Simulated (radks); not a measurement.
The table gives one normalised radial function P(r) = r R(r) of Pm in [Xe] 4f4 6s2 6p1 (r in bohr). Calculated with a radial shooting solver on a logarithmic mesh with Libxc functionals: scalar-relativistic Kohn-Sham, LDA (Slater exchange, Perdew-Wang correlation), spin-polarised, spherical densities, finite nucleus; open shells are filled with parallel spins first (spin-orbit coupling, left out, can overturn this in heavy ions); Fermi nuclear charge, rms radius 4.962 fm.

r	P
0.004662	0.0410
0.006421	0.0479
0.008772	0.0526
0.01208	0.0525
0.0165	0.0441
0.02273	0.0229
0.0313	-0.0120
0.04276	-0.0530
0.05888	-0.0831
0.08044	-0.0727
0.1108	-0.0037
0.1513	0.0896
0.2084	0.1197
0.2847	0.0151
0.3921	-0.1475
0.5357	-0.1535
0.7377	0.0665
1.008	0.2747
1.388	0.2020
1.896	-0.1406
2.611	-0.4872
3.567	-0.5797
4.912	-0.4199
6.711	-0.1946
9.242	-0.0518
12.63	-0.0074
17.39	-0.0004

Which n and l does it have? It may be an empty orbital.

Answer. n = 6, l = 0: the number of nodes gives n - l - 1 = 5, the rise at small r (about r^(l+1), flatter next to the nucleus through relativity) gives l, and the extent must fit the shell. The curve is that of 6s down; the table hardly tells the two spins apart. 6s down: eigenvalue -5.036 eV, 5 radial nodes at r = 0.0284, 0.112, 0.293, 0.682, 1.69 bohr, <r> = 3.90 bohr, 90 % of the charge inside 5.71 bohr.
